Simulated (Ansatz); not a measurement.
Cartesian coordinates in Å:
```
C 0.555 1.980 2.534
C 0.309 1.104 1.411
N 0.114 0.410 0.521
Ag -0.246 -0.876 -1.124
C -0.597 -2.133 -2.728
H 0.497 3.020 2.211
H -0.192 1.804 3.310
H 1.548 1.787 2.943
H 0.331 -2.335 -3.268
H -1.307 -1.678 -3.423
H -1.011 -3.085 -2.386
```

Total charge 0; spin multiplicity 1. Ag takes the def2 core potential.

**Question.** List the CAM-B3LYP/def2-TZVPP orbital energies in eV (Ansatz 0.2.0). (Estimate.)

**Answer.** Computed: Occupied: -393.20, -281.53, -281.11, -276.66, -102.80, -64.60, -64.43, -64.43, -28.60, -24.52, -18.80, -17.20, -15.62, -15.62, -15.12, -12.53, -12.53, -11.18, -11.18, -9.79, -9.74, -9.74, -9.34, -9.34, -6.66. Lowest empty: 0.65, 0.65, 0.74, 1.83, 1.89, 1.89, 2.80, 3.25.
